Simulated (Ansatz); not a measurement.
Coupled-cluster run, ClH5OSi2, SMILES `O[SiH2][SiH2]Cl`.

```yaml
crystal:
  periodic: [false, false, false]
  atoms:
    - {symbol: O, position_ang: [0.353599, 0.046541, 1.904494]}
    - {symbol: Si, position_ang: [0.224976, 0.805674, 0.445726]}
    - {symbol: Si, position_ang: [-0.518246, -0.797966, -1.087864]}
    - {symbol: Cl, position_ang: [0.931847, -2.244338, -1.336491]}
    - {symbol: H, position_ang: [0.753861, 0.526931, 2.630472]}
    - {symbol: H, position_ang: [-0.751752, 1.933747, 0.494164]}
    - {symbol: H, position_ang: [1.531168, 1.369191, 0.000039]}
    - {symbol: H, position_ang: [-1.762442, -1.471944, -0.639028]}
    - {symbol: H, position_ang: [-0.763021, -0.167835, -2.411503]}
basis:
  gaussian: {orbitals: def2-TZVPP}
correlation: {method: ccsd_t}
```

```sh
$ ansatz run in.yaml --threads 2 --pin off --events-out ev --progress --plain --max-ram 32768MiB --backend cuda --devices 0, --max-vram 18GiB
```

The program prints (abridged):

```
Functional definition: HF
  name "HF"
  cite "Fock, Z. Phys. 61, 126 (1930) doi:10.1007/BF01340294"
  parent pbe
  exchange = exact_x
  correlation = 0
1319 factors; integrals over basis functions are off by at most 8.8e-4 eV
mean field evaluation 1: about -30345.5182 eV, gradient 3.7e1 eV
mean field evaluation 2: about -30345.7868 eV, gradient 3.7e1 eV
mean field evaluation 4: about -30348.8908 eV, gradient 3.3e0 eV
mean field evaluation 8: about -30348.9495 eV, gradient 2.4e-1 eV
mean field -30348.94974061 eV, -1115.3033317104 hartree, gradient 6.7e-6 eV, S^2 0.000000; 0 other end points of the search recorded, 0 dependent functions left out
16 core orbitals not correlated: weight in the atoms' cores, before any rotation towards them, 1.000 or more for the frozen orbitals, at most 0.000 for the correlated occupied ones
reference -30348.94974061 eV, -1115.3033317104 hartree; 13, 13 occupied and 198, 198 virtual orbitals, 1319 factors
second order -18.36954855 eV of doubles, -0.00000000 eV of singles
cycle   1  -19.24347159 eV  change   -8.7e-1 eV  update   9.3e-2
cycle   2  -19.74124254 eV  change   -5.0e-1 eV  update   2.8e-2
cycle   3  -19.82715543 eV  change   -8.6e-2 eV  update   1.3e-2
cycle   4  -19.81713846 eV  change    1.0e-2 eV  update   3.0e-3
cycle   5  -19.81637440 eV  change    7.6e-4 eV  update   1.2e-3
cycle   6  -19.81649108 eV  change   -1.2e-4 eV  update   3.3e-4
cycle   7  -19.81632062 eV  change    1.7e-4 eV  update   1.1e-4
cycle   8  -19.81632351 eV  change   -2.9e-6 eV  update   3.5e-5
cycle   9  -19.81633707 eV  change   -1.4e-5 eV  update   1.3e-5
perturbative correction -0.72564482 eV, -0.0266669554 hartree
Total energy: -30369.49172250 eV, -1116.0582356210 hartree
```

It took 4.6 s on 2 threads of an AMD EPYC 7R13 on a shared host and a share of an NVIDIA H100 80 GB, with 0.78 GiB of host memory at the peak.

MP2 recovers 89.4 % of the CCSD(T) correlation energy and the triples give 3.5 %; T1 = 0.0109.
